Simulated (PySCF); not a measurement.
# Correlation energy of Br (bromine, neutral)

[Ar] 3d10 4s2 4p4 5s1, high-spin 4P determinant (an excited configuration). All numbers are calculated (PySCF 2.14, scalar relativity through the core potential, in aug-cc-pwCVTZ-PP with ECP10MDF). Frozen: 3s2 3p6 3d10; 7 electrons correlated.

| level | correlation energy (mhartree) |
| --- | --- |
| CCSD | -141.71 |
| (T) | -4.83 |
| CCSD(T) | -146.54 |

Diagnostics: T1 = 0.012, D1 = 0.0365, largest double amplitude 0.032.

The outer electron is Rydberg-like, and this basis confines it to a smaller radius and binds it less than a complete one would.

Cost of the coupled-cluster step: of the order of 24 core-seconds, for 7 correlated electrons.
